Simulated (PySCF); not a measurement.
Geometry:
```csv
atom,x (Å),y (Å),z (Å)
C1,-3.053,0.489,0.906
C2,-1.620,0.106,0.529
C3,-1.614,-1.081,-0.394
C4,-0.602,-1.413,-1.182
P5,0.886,-0.390,-1.282
O6,1.547,-0.393,-2.592
C7,1.971,-0.948,0.078
Si8,3.368,0.322,0.297
C9,0.207,1.205,-0.780
C10,-0.884,1.289,-0.035
H11,-3.055,1.307,1.622
H12,-3.604,0.802,0.021
H13,-3.570,-0.357,1.354
H14,-1.097,-0.194,1.451
H15,-2.514,-1.683,-0.376
H16,-0.648,-2.261,-1.853
H17,2.367,-1.916,-0.233
H18,1.393,-1.086,0.989
H19,4.344,-0.275,1.212
H20,3.989,0.648,-0.980
H21,2.795,1.523,0.918
H22,0.693,2.079,-1.194
H23,-1.304,2.255,0.217
```

[PySCF: geometry from GFN2-xTB; GIAO PBE0/pcSseg-1 shieldings; a single conformation; non-relativistic; isolated molecule; averaged over atoms made equivalent by symmetry, fast rotation or ring inversion]

**Question.** List the cross peaks expected in HSQC, COSY and HMBC spectra.

**Answer.** 

HSQC (one-bond C–H):
| δH | δC |
| --- | --- |
| 6.65 (H15/H23) | 154.9 (C3/C10) |
| 6.59 (H16/H22) | 138.9 (C4/C9) |
| 2.43 (H14) | 36.6 (C2) |
| 1.35 (H11/H12/H13) | 22.6 (C1) |
| 0.99 (H17/H18) | 15.5 (C7) |

COSY cross peaks (H two or three bonds apart, from the bond graph; peaks can be absent where the dihedral angle is near 90°):
| δH | δH |
| --- | --- |
| 6.65 (H15/H23) | 6.59 (H16/H22) |
| 6.65 (H15/H23) | 2.43 (H14) |
| 4.11 (H19/H20/H21) | 0.99 (H17/H18) |
| 2.43 (H14) | 1.35 (H11/H12/H13) |

HMBC (two and three bonds, from the bond graph):
| δH | δC |
| --- | --- |
| 6.65 (H15/H23) | 154.9 (C3/C10), 138.9 (C4/C9), 36.6 (C2), 22.6 (C1) |
| 6.59 (H16/H22) | 154.9 (C3/C10), 138.9 (C4/C9), 36.6 (C2), 15.5 (C7) |
| 4.11 (H19/H20/H21) | 15.5 (C7) |
| 2.43 (H14) | 154.9 (C3/C10), 138.9 (C4/C9), 22.6 (C1) |
| 1.35 (H11/H12/H13) | 154.9 (C3/C10), 36.6 (C2) |
| 0.99 (H17/H18) | 138.9 (C4/C9) |

Referencing at the same level of theory: ¹H (σref 31.72), ¹³C (σref 186.93) against TMS.

Short H···H contacts in this conformer between protons four or more bonds apart (candidates for NOE cross peaks, intensity ∝ r⁻⁶): H13···H15 2.42 Å, H14···H18 2.68 Å.

Shifts are as computed. Against solution values, carbons near 30 ppm lie about +3 ppm off and those near 130 ppm about +5 ppm. Of 1211 compounds with measured shifts, 218 miss one by over three times the rms of a fit or turn the order of signals round; such compounds aren't used in these exercises.
